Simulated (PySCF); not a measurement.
Stationary points of TiS(OH)2

All numbers come from PySCF, B3LYP, basis Ti def2-SVP, S def2-SVP, O def2-SVP, H def2-SVP (no relativity, density fitting).

Relaxations began from a few typed shapes. The search is not exhaustive: other isomers or separated fragments can lie lower, and high-lying points may rest on an excited occupation.

**Question.** Which is the lowest minimum found?
A. singlet Cs: O–H 0.965 Å (×2), Ti–O 1.796 Å, Ti–O 1.804 Å, Ti–S 2.080 Å; H–O–Ti 132.4°, H–O–Ti 138.2°, O–Ti–O 124.1°, O–Ti–S 117.8°, O–Ti–S 118.1°
B. singlet C1: O–H 0.965 Å (×2), Ti–O 1.795 Å, Ti–O 1.803 Å, Ti–S 2.080 Å; H–O–Ti 132.8°, H–O–Ti 138.9°, O–Ti–O 123.2°, O–Ti–S 117.4°, O–Ti–S 118.0°
C. singlet Cs: O–H 0.966 Å (×2), Ti–O 1.800 Å (×2), Ti–S 2.076 Å; H–O–Ti 130.8° (×2), O–Ti–O 118.0°, O–Ti–S 117.6° (×2)

**Answer.** C. The others lie at 10.6 (singlet C1), 10.6 (singlet Cs) kJ/mol above it.

For the lowest minimum: stability towards spin polarisation was not tested.
